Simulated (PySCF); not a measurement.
C₃H₆BFO₂. Atoms are numbered in the order given.

```xyz
13

C     -1.6721    -1.0288     0.0572
C     -1.2081     0.2224     0.0205
C     -2.0056     1.4561     0.3211
O      0.0782     0.5463    -0.3492
B      1.2122    -0.1717    -0.1290
O      2.3628     0.2600    -0.7014
F      1.2174    -1.2703     0.6432
H     -1.0414    -1.8877    -0.1779
H     -2.7115    -1.2096     0.3369
H     -1.5475     2.0068     1.1585
H     -3.0430     1.2056     0.5791
H     -2.0012     2.1266    -0.5529
H      3.1141    -0.2993    -0.4764
```
Charge 0, spin multiplicity 1.

The structure is a stationary point at ωB97X-D3(BJ)/def2-SVP. Other conformers were not sampled.

Method: TDA-B3LYP/def2-SVPD (PySCF 2.14.0).

Vertical excitations. 

Computed UV-visible absorptions:
```tsv
state	energy (eV)	λ (nm)	f	main pairs
S1	5.85	212	0.004	HOMO→LUMO 97 %
S2	6.69	185	0.032	HOMO→LUMO+2 80 %, HOMO→LUMO+1 14 %
S3	6.81	182	0.212	HOMO→LUMO+1 59 %, HOMO→LUMO+2 16 %, HOMO→LUMO+3 9 %
S4	7.42	167	0.045	HOMO→LUMO+3 82 %
S5	7.54	164	0.004	HOMO→LUMO+4 57 %, HOMO→LUMO+5 36 %
S6	7.78	159	0.083	HOMO→LUMO+5 33 %, HOMO→LUMO+4 29 %, HOMO→LUMO+6 17 %, HOMO−1→LUMO+1 9 %
S7	8.05	154	0.020	HOMO→LUMO+6 36 %, HOMO→LUMO+7 31 %, HOMO−1→LUMO+1 20 %
S8	8.17	152	0.054	HOMO−1→LUMO+1 43 %, HOMO→LUMO+7 41 %
S9	8.23	151	0.007	HOMO−1→LUMO 92 %
S10	8.37	148	0.096	HOMO→LUMO+6 33 %, HOMO→LUMO+7 23 %, HOMO−1→LUMO+1 13 %, HOMO→LUMO+5 8 %
T1	4.30	288	0	HOMO→LUMO+1 92 %
T2	5.80	214	0	HOMO→LUMO 95 %
T3	6.63	187	0	HOMO→LUMO+2 93 %
T4	7.03	176	0	HOMO→LUMO+3 58 %, HOMO→LUMO+5 19 %, HOMO→LUMO+4 14 %
```
Triplets are in the Tamm–Dancoff approximation.
